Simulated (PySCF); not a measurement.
Point groups of optimised structures. Level of theory: PBE0-D3(BJ)/def2-SVP geometry optimisation, gas phase in PySCF 2.14.0. The symmetry is that of the one conformer found, every atom within 0.08 Å of its image; none is proved a minimum here. The geometries of the anions come from a basis without diffuse functions.

(1) Point group, rotor type and polarity of `[OH][Ga]([Cl])[Cl]` (GaCl2(OH))?

(2) Point group, rotor type and polarity of `[BH2:1][O:2][C:3]([CH3:4])([CH3:5])[F:6]` with H–B1–O2–C3 0° and 180°, B1–O2–C3–C4 -65°?

(3) What symmetry has `[O:1]=[C:2]([F:3])[c:4]1[cH:5][cH:6][c:7]([Cl:8])[cH:9][cH:10]1` with O1–C2–C4–C5 180°?

(4) Point group, rotor type and polarity of `[CH:1]#[C:2][C:3](=[CH2:4])[O-:5]` (charge -1)?

(5) What symmetry has `[CH2:1]1[CH2:2][O:3][GeH2:4][O:5]1` with O5–C1–C2–O3 -40°, C1–C2–O3–Ge4 30°, C2–O3–Ge4–O5 -12°, O3–Ge4–O5–C1 -12°?

## Answers

(1) Cs; asymmetric top; symmetry number 1; 2 operations, which sort the 5 atoms into 5 sets; dipole 1.63 D, in the ab plane, which is the mirror; A, B, C = 4162, 2134, 1411 MHz.

(2) Cs; near-prolate asymmetric top; symmetry number 1; 2 operations, which sort the 14 atoms into 10 sets; dipole 2.29 D; heavy atoms equivalent by symmetry: C4/C5.

(3) Cs; near-prolate asymmetric top; symmetry number 1; 2 operations, which sort the 14 atoms into 14 sets; dipole 2.41 D, in the ab plane, which is the mirror; A, B, C = 3835, 548.1, 479.5 MHz; heavy atoms equivalent by symmetry: none.

(4) Cs; asymmetric top; symmetry number 1; 2 operations, which sort the 8 atoms into 8 sets; dipole about the centre of mass 3.03 D, in the ab plane, which is the mirror; A, B, C = 10900, 4202, 3033 MHz; heavy atoms equivalent by symmetry: none.

(5) C2; asymmetric top; symmetry number 2; 2 operations, which sort the 11 atoms into 6 sets; this conformer is chiral (no improper operation); dipole 0.04 D; A, B, C = 6314, 3273, 2321 MHz.
